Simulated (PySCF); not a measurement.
# Vertical excitation energies

C₄H₉FOSi.
Z-matrix (Å and degrees, GFN2-xTB geometry), rows numbered from 1:
```
C 
O   1  1.4106
C   2  1.3888  1  112.94
C   3  1.4870  2  117.19  1   156.30
F   4  1.3647  3  117.91  2   140.20
C   4  1.4984  3   60.94  2  -110.80
Si  6  1.8847  3  121.14  4  -106.53
H   1  1.0963  2  110.95  3    61.04
H   1  1.0878  2  106.36  3  -179.88
H   1  1.0957  2  111.19  3   -60.47
H   3  1.0899  2  114.24  1   -60.80
H   4  1.0813  3  119.93  6   111.32
H   6  1.0835  3  114.32  4   104.82
H   7  1.4669  6  107.50  3   -97.33
H   7  1.4593  6  110.56  3    23.43
H   7  1.4638  6  107.76  3   143.68
```

Method: TDDFT PBE0/def2-SVPD, vertical, gas phase, core orbitals frozen in the response in PySCF 2.14.0, density-fitted response routines.

Predict the UV-vis stick spectrum at this level.

```tsv
state	E (eV)	ν̃ (cm⁻¹)	f	main configurations (H = HOMO, L = LUMO)
S1	7.00	56420	0.017	H→L (88%)
S2	7.20	58100	0.014	H→L+1 (88%)
S3	7.46	60200	0.026	H→L+2 (67%), H-1→L (12%), H→L+3 (9%)
S4	7.57	61020	0.011	H-1→L (46%), H-1→L+1 (20%), H→L+2 (19%)
S5	7.63	61510	0.0057	H-1→L+1 (58%), H-1→L (34%)
S6	7.67	61870	0.0003	H→L+4 (40%), H→L+3 (39%), H-1→L+1 (8%)
S7	7.85	63350	0.027	H→L+4 (52%), H→L+3 (39%)
S8	7.95	64160	0.015	H-1→L+2 (68%), H→L+5 (10%), H-1→L+3 (9%)
```

Triplets (Tamm–Dancoff): T1 6.82 eV, H→L (67%), H→L+1 (16%); T2 7.03 eV, H→L+1 (69%), H→L (20%); T3 7.26 eV, H→L+2 (35%), H-1→L+1 (20%), H→L+3 (10%).

The lowest singlet comes at 177 nm (675 kJ/mol) in the vacuum ultraviolet; it is weak; its leading configuration is HOMO→LUMO (88%). The most intense listed level is S7 at 7.85 eV (158 nm, f = 0.027), 0.86 eV above S1. Löwdin shares by element: HOMO oxygen 42%, carbon 36% or more (atoms not listed hold the other 22%); LUMO silicon 27%, hydrogen 15% or more, carbon 14% or more (atoms not listed hold the other 44%). Of the 8 states listed, 6 reach f = 0.01 and 1 stays under 0.0005. Orbital energies (eV): HOMO-3 -9.57, HOMO-2 -9.16, HOMO-1 -8.12, HOMO -7.62, LUMO 0.53, LUMO+1 0.71, LUMO+2 0.95. The listed states span 0.96 eV, and the widest gap between neighbours is 0.26 eV (S2 to S3). Only the lowest 8 singlets were computed, as vertical energies without vibronic structure.

One conformer stands for the species.
